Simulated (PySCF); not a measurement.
# Nuclear quadrupole coupling in `C=C[P@](C)(=O)C(F)=C(F)F`

Compound: C₅H₆F₃OP.
SMILES with atom numbers: `[CH2:1]=[CH:2][P@:3]([CH3:4])(=[O:5])[C:6]([F:7])=[C:8]([F:9])[F:10]` (hydrogens: H11, H12 on C1; H13 on C2; H14, H15, H16 on C4)

Structure used (GFN2-xTB), in Å, numbered top down from 1:
```xyz
16
C5H6F3OP angstrom
C     -0.803   -1.273   -1.954
C     -0.943   -0.792   -0.730
P      0.088    0.612   -0.236
C     -1.003    1.849    0.546
O      0.990    1.126   -1.265
C      1.014   -0.033    1.230
F      0.877    0.565    2.422
C      1.867   -1.031    1.056
F      2.668   -1.592    1.945
F      1.973   -1.627   -0.121
H     -0.079   -0.828   -2.618
H     -1.382   -2.101   -2.328
H     -1.646   -1.188   -0.013
H     -1.654    2.253   -0.228
H     -1.596    1.417    1.347
H     -0.378    2.651    0.935
```

Field gradients from the PBE0/pcSseg-1 density (PySCF, non-relativistic), principal values in atomic units, ordered |Vxx| ≤ |Vyy| ≤ |Vzz|:

```
atom      Vxx      Vyy     Vzz
  O5  -0.3851  -0.4441  0.8292
```

**Question.** Find the asymmetry η = (Vxx − Vyy)/Vzz and the couplings χ = eQV/h (234.96 MHz × Q in barn × V in au), with Q(17O) = −0.0256 b.

**Answer.** 
| atom | environment | nucleus | η | χzz (MHz) | χxx (MHz) | χyy (MHz) |
| --- | --- | --- | --- | --- | --- | --- |
| O5 | phosphoryl oxygen | 17O | 0.07 | -4.988 | 2.317 | 2.671 |

The tensor is traceless: Vxx + Vyy + Vzz = 0.

**Question.** What is Vzz at O5 in SI units (1 au = 9.71736 × 10²¹ V/m²)?

**Answer.** 0.8292 au = 8.057 × 10²¹ V/m².

**Question.** And the gradient at the other heavy atoms, for which no coupling is worked out here?

**Answer.** 
| atom | environment | Vzz (au) | η |
| --- | --- | --- | --- |
| C1 | terminal =CH2 carbon | 0.450 | 0.21 |
| C2 | alkene CH carbon | 0.248 | 0.84 |
| P3 | phosphoryl phosphorus | 0.531 | 0.83 |
| C4 | sp3 carbon bound to phosphorus | 0.069 | 0.22 |
| C6 | vinylic C–F carbon | 0.451 | 0.20 |
| F7 | vinyl fluorine | 3.151 | 0.03 |
| C8 | =CF2 carbon | 0.444 | 0.11 |
| F9 | vinyl fluorine | 2.971 | 0.08 |
| F10 | vinyl fluorine | 2.983 | 0.03 |

Were the hydrogens deuterons (Q(2H) = 0.00286 b), χzz would run from 209 kHz (H16) to 224 kHz (H12).

One conformer (not necessarily the lowest) at the GFN2-xTB geometry, without solvent, vibrations or thermal averaging. GFN2-xTB bond lengths can be off by several hundredths of an ångström, more for odd bonds, and the gradients follow them. A larger basis could move these couplings by a tenth or more.
